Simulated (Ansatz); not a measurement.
Consider the silylene loss: `B[SiH]([SiH3])Cl` → `B[SiH2]Cl` + `[SiH2]`.

Program: Ansatz. Geometries: PBE0-D4/def2-TZVP. ΔE: electronic, gas phase. CBS: MP2 limit from def2 TZ/QZ plus the TZ coupled-cluster correction, frozen cores. This one scheme is used for every species. Functionals use def2-TZVPP.

`B[SiH]([SiH3])Cl`:

Z-matrix (Å, degrees):
```
Si
Si 1 2.353
Cl 1 2.073 2 107.5
B 1 1.990 2 107.4 3 123.1
H 1 1.489 2 108.3 3 -115.5
H 2 1.488 1 109.7 3 174.7
H 2 1.486 1 110.0 3 -65.4
H 2 1.486 1 109.3 3 54.6
H 4 1.193 1 123.0 2 -104.1
H 4 1.197 1 118.3 2 71.4
```

`B[SiH2]Cl`:

```xyz
7

B    -0.411    0.112   -1.159
Si    0.243   -0.163    0.714
Cl    0.813    1.581    1.659
H    -0.750   -0.851   -1.784
H    -0.484    1.182   -1.682
H    -0.830   -0.786    1.536
H     1.419   -1.075    0.715
```

`[SiH2]`:

```xyz
3

Si   -0.145    0.519    0.465
H     0.925   -0.565    0.373
H    -0.780    0.046   -0.839
```

(1) Is it downhill or uphill in electronic energy at CCSD(T)/CBS, and by how much? (Best estimate.)

(2) What do these levels give: LDA (SPW92), CAM-B3LYP-D4, PBE, LC-ωPBE, MP2/def2-TZVPP, CCSD/def2-TZVPP? (Best estimate.)

Largest T1 diagnostic among the species: 0.014.

## Answers

(1) Ansatz gave: Uphill: ΔE = +58.1 kcal/mol.

(2) Ansatz gave: LDA (SPW92) 68.3, CAM-B3LYP-D4 58.2, PBE 60.4, LC-ωPBE 62.5, MP2/def2-TZVPP 60.0, CCSD/def2-TZVPP 54.8 kcal/mol.

The D4 term adds +3.5 kcal/mol with B3LYP and +1.9 kcal/mol with PBE0; it sums over pairs of atoms, weighted by their polarisabilities, and B3LYP, whose exchange is more repulsive, gets the larger term. From BLYP to BHLYP (50 % exact exchange), in def2-TZVPP and without D4, ΔE moves by +3.7 kcal/mol. In def2-TZVPP, CCSD(T) changes the Hartree–Fock value by +5.8 kcal/mol (the triples alone add +1.6 kcal/mol) and MP2 by +9.5 kcal/mol.

B3LYP here is the variant with VWN-RPA as its local correlation; programs differ in this.
